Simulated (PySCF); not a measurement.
CH₇InO₃, singlet, PBE0/def2-SVP optimised geometry.

```
12

In    -1.06    -1.61     0.00
H     -2.00    -1.96    -1.38
O      0.99    -1.61     0.00
H      1.38    -2.06     0.76
O     -1.56    -1.65     1.95
H     -2.49    -1.85     2.11
C     -0.52     1.41     1.13
O     -0.29     0.58     0.00
H     -0.76     0.80     2.02
H     -1.38     2.06     0.90
H      0.35     2.05     1.33
H      0.57     0.09     0.09
```

Density from PBE0/def2-TZVP, def2 effective core potentials past Kr run with PySCF at that geometry. The core electrons that the potentials of In replace are not part of the density.

Minimum of the electron density along straight lines between bonded atoms, close to the bond critical point (lines longer than 1.1 times the sum of covalent radii, or with two minima, are not listed):

```csv
bond,length / Å,ρ at the minimum / e bohr⁻³,∇²ρ there / e bohr⁻⁵,position (fraction from the first atom)
In1–H2,1.705,0.109,0.10,0.64
In1–O3,2.055,0.099,?,0.52
O3–H4,0.963,0.356,-2.36,0.80
In1–O5,2.012,0.108,0.46,0.52
O5–H6,0.963,0.358,-2.36,0.80
C7–O8,1.418,?,-0.50,0.35
C7–H9,1.103,0.280,-0.98,0.65
C7–H10,1.099,0.280,-0.98,0.65
C7–H11,1.101,0.278,-0.96,0.65
O8–H12,0.997,?,-2.16,0.82
```

Problem. Some entries are withheld; supply them.

Solution. 
- In1–O3, ∇²ρ there / e bohr⁻⁵: 0.41
- C7–O8, ρ at the minimum / e bohr⁻³: 0.254
- O8–H12, ρ at the minimum / e bohr⁻³: 0.321
